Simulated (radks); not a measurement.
Results of a calculation; reference values are marked as such.
Mean orbital radii <r> (bohr) of neutral cerium, [Xe] 4f1 5d1 6s2, at several levels of relativity; Dirac values are averaged over j with weights 2j + 1. Spin-unpolarised spherical Kohn-Sham, PBE, point nucleus unless stated (finite: rms radius 4.8771 fm), a radial shooting solver on a logarithmic mesh with Libxc functionals. A level marked "c x" has the speed of light scaled by that factor and shares open shells by 2j + 1; other Dirac levels either fill j = l - 1/2 first or share by 2j + 1.

shell       non-rel.  scalar-rel., finite nucleus  Dirac, low j first  Dirac, c x 0.75  change of magnitude, last against first (%)
3s            0.2934                       0.2786              0.2783           0.2655                                        -9.54
3p            0.2833                       0.2767              0.2762           0.2704                                        -4.58
3d            0.2542                       0.2536              0.2536           0.2534                                        -0.32
4s            0.6678                       0.6373              0.6373           0.6115                                        -8.43
4p            0.6880                       0.6748              0.6743           0.6631                                        -3.62
4d            0.7412                       0.7442              0.7446           0.7480                                        +0.92
5s             1.589                        1.518               1.519            1.457                                        -8.35
5p             1.784                        1.760               1.760            1.739                                        -2.54
4f             1.030                        1.105               1.107            1.199                                       +16.47
5d             2.811                        2.952               2.963            3.089                                        +9.91
6s             4.547                        4.348               4.355            4.169                                        -8.31
6p (empty)     5.916                        5.921               5.928            5.922                                        +0.10
